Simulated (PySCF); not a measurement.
**Fractional electron number in Mo (molybdenum, neutral)**

The 5s alpha orbital of [Kr] 4d5 5s1 is emptied in steps (occupation f), with all orbitals relaxed, ending at [Kr] 4d5. Calculation: PySCF 2.14, in def2-SVP with the def2 core potential (28 electrons) (5s3p2d1f, 31 functions); scalar relativity through the core potential. The exact energy is a straight line in f; departures are measured from the line between the end points of the same method.

Q: Among PBE0, r2SCAN, LC-wPBE, which shows the largest delocalisation error (convex curve), and which is closest to linear?

A: Most convex: r2SCAN (-0.666 eV at f = 0.5); closest to linear: LC-wPBE (0.022 eV).

```csv
f,PBE0 (eV),r2SCAN (eV),LC-wPBE (eV)
1,0.000,0.000,0.000
0.75,-0.390,-0.501,0.015
0.5,-0.522,-0.666,0.022
0.25,-0.393,-0.500,0.017
0,0.000,0.000,0.000
```

| method | E(f=0) − E(f=1) (eV) | −ε at f=1 (eV) | −ε at f=0.5 (eV) |
| --- | --- | --- | --- |
| PBE0 | 7.288 | 5.213 | 7.281 |
| r2SCAN | 7.614 | 4.932 | 7.616 |
| LC-wPBE | 6.920 | 6.998 | 6.924 |

Reference removal energy between the ground levels: 7.092 eV (measured; NIST Atomic Spectra Database, ionization energies).
